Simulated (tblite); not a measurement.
C5H9ClSi2.
Structure used (GFN2-xTB), in Å, numbered top down from 1:
```
atom  x, y, z in Å
Cl1   -1.5867    2.0736   -0.2829
C2    -2.3615    0.5306    0.1679
Si3   -1.0129   -0.8300    0.3461
C4     0.2262   -0.2551    1.6374
C5     1.4011    0.2946    1.3357
Si6    2.0296    0.5804   -0.4169
C7     1.0188   -0.4720   -1.6079
C8    -0.1573   -1.0245   -1.3162
H9    -3.0850    0.3054   -0.6117
H10   -2.8992    0.7114    1.0952
H11   -1.7095   -2.0620    0.7560
H12   -0.0500   -0.3771    2.6807
H13    2.0533    0.6122    2.1435
H14    1.9160    2.0008   -0.7735
H15    3.4399    0.1620   -0.4924
H16    1.4364   -0.6228   -2.5987
H17   -0.6663   -1.6154   -2.0721
```

Level: GFN2-xTB in tblite, geometry and Hessian alike; calculated harmonic values, unscaled, isolated species. Errors from tens to a few hundred cm⁻¹ against measured bands are possible. Modes of hydrogen on silicon can be 10 to 20 % off. One conformer, not necessarily the lowest.

Harmonic wavenumbers (cm⁻¹): 34.3, 45.1, 92.7, 138.5, 195.2, 247.5, 286.9, 337.0, 394.2, 473.5, 531.9, 543.2, 589.7, 592.9, 625.6, 646.4, 670.4, 671.2, 694.0, 717.8, 735.3, 758.5, 783.3, 790.8, 819.9, 960.3, 964.0, 1089.8, 1165.4, 1168.2, 1183.1, 1324.6, 1332.0, 1434.1, 1623.9, 1632.4, 2174.9, 2179.0, 2209.1, 2981.1, 2982.4, 2998.3, 2999.4, 3002.3, 3003.2.

A = 1589, B = 948.5, C = 882.9 MHz; mass 159.993 u (most abundant isotopes); point group Cs, symmetry number 1.

Problem. Zero-point energy?

Solution. ½Σν̃ = 25412 cm⁻¹ = 72.66 kcal/mol.

Problem. What is S at 500 K and 1 bar for an ideal gas of classical rigid rotors and harmonic oscillators?

Solution. Translation 43.71, rotation 31.41, vibration 52.55: S = 127.7 cal/(mol K).

Problem. And Cp and H(500 K) − H(0)?

Solution. Cp = 57.69 cal/(mol K), of which vibrations give 49.75 (their classical limit is 45 R = 89.4); H(500 K) − H(0) = 17.28 kcal/mol without the zero-point energy, 13.31 from vibrations.

Problem. What must be added to the electronic energy to get the Gibbs energy at 500 K and 1 bar?

Solution. ZPE + [H(500 K) − H(0)] − T·S = 72.66 + 17.28 − 63.83 = 26.11 kcal/mol.

Problem. How do the functions run with temperature in this model?

Solution. 
```csv
T (K),S (cal/(mol K)),Cp (cal/(mol K)),H − H(0) (kcal/mol),G − H(0) (kcal/mol),ln q(vib)
50,61.3,13.6,0.53,-2.53,0.88
100,72.2,18.3,1.33,-5.89,2.26
298.15,102.2,41.0,7.18,-23.28,7.56
373.15,112.2,48.2,10.53,-31.32,9.61
750,153.6,69.9,33.37,-81.83,19.48
1000,174.8,77.6,51.88,-122.96,25.30
```

q(vib) and H(0) count from the zero-point level.

Hindered rotation and anharmonicity are outside this model. Other conformers, if any are populated, would add a mixing term that is left out.

Time: 1.4 s. Hardware: one thread of an Arm Neoverse N1, no GPU, shared host. This covers the Hessian and the dipole derivatives.
